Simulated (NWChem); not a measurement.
Molecule: C2H4FNOSi; SMILES O=C/C=N/[SiH2]F

```xyz
10

O     -0.5609    -3.2684    -0.0001
C      0.2370    -2.3564     0.0010
C     -0.1870    -0.9140     0.0006
N      0.6972    -0.0007     0.0005
Si     0.4487     1.7220    -0.0004
F     -1.1198     2.1110    -0.0006
H      1.3358    -2.5086     0.0022
H     -1.2753    -0.7504     0.0002
H      1.0766     2.2505    -1.2311
H      1.0766     2.2519     1.2298
```
Atoms are numbered in this order, from 1.

Program: NWChem. Pople sets run with spherical d functions. All runs use the structure optimised with B3LYP/6-31G* (spherical d). B3LYP is NWChem's, with the RPA form of VWN correlation. Atomic charges in e: unrestrained fits to the electrostatic potential beside Mulliken populations; buried atoms are poorly determined by the fit.

For level Hartree-Fock/6-31G*:

```
Item          Value
------------  -----
Mulliken O1   -0.48
Mulliken C2    0.31
Mulliken N4   -0.61
ESP Si5        1.08
Mulliken Si5   1.18
```

Task: How do the values read with level B3LYP/def2-SVP instead?

Result: Mulliken O1: -0.18
Mulliken C2: 0.18
Mulliken N4: -0.27
ESP Si5: 0.95
Mulliken Si5: 0.77
